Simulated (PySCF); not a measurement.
Results of a calculation; reference values are marked as such.
## Si3H8NO

Si3H8NO is a small molecule (built as: Si site whose three back bonds go to OSiH3, NHSiH3, H), neutral, doublet. The structure, one conformer, was relaxed in the gas phase by PBE0-D3(BJ)/def2-SVP. No frequency run checks that it is a minimum.

SMILES: [SiH3]N[SiH]O[SiH3]

```xyz
13

Si   -0.526   -0.631   -1.434
O    -0.986   -0.247    0.118
Si   -2.081    0.430    1.163
N     1.194   -0.430   -1.375
Si    2.071    0.232   -0.010
H    -0.916   -2.060   -1.727
H    -3.141    1.160    0.404
H    -1.366    1.385    2.058
H    -2.716   -0.642    1.983
H     1.727   -0.594   -2.224
H     1.563    1.577    0.396
H     3.494    0.370   -0.447
H     2.016   -0.663    1.185
```
Atoms count from 1 in this order.

EPR values by unrestricted B3LYP, IGLO-III on N O Si, pcH-1 on H.

(1) Predict g and the largest hyperfine couplings. Where does the spin sit?

(2) How do the isotropic couplings move with BHandHLYP?

Answers

(1) g = 2.0006, 2.0023, 2.0025. The spin sits on Si1 (76 %, bonded to 1 N + 1 O + 1 H) by Mulliken populations.
```csv
atom,isotope,isotropic (MHz),"dipolar, principal values (MHz)"
Si1,29Si,-697.8,"-126.4, 60.7, 65.7"
H6,1H,238.4,"-5.5, -0.9, 6.4"
O2,17O,-20.2,"-21.5, 10.2, 11.2"
N4,14N,18.1,"-5.6, -5.2, 10.7"
H10,1H,-7.3,"-7.3, -3.1, 10.4"
H13,1H,8.8,"-1.2, -0.8, 2.0"
```

(2) Si1 -697.8 to -730.2 MHz, H6 238.4 to 239.6 MHz, O2 -20.2 to -23.8 MHz, N4 18.1 to 19.9 MHz.
